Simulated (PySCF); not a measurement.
Positional isomers: silole boryl. Gas-phase values, no solvent. One relaxed conformer stands for each flexible species; it need not be the lowest. Strings in code marks are SMILES.

Computed with r2SCAN-D4/def2-TZVP (PySCF 2.14.0). Delta-SCF ions had no search for a lower state. 

```csv
species,HOMO (eV),vertical ionisation energy (Delta-SCF) (eV),S1 oscillator strength
`C1[SiH2]C(B)=CC=1`,-6.57,9.15,0.001
`BC1=C[SiH2]C=C1`,-6.33,8.95,0.022
`B[SiH]1C=CC=C1`,(withheld),(withheld),0.016
```

### Question
Some entries are withheld; supply them.

### Answer

- `B[SiH]1C=CC=C1`, HOMO (eV): -6.18
- `B[SiH]1C=CC=C1`, vertical ionisation energy (Delta-SCF) (eV): 8.76
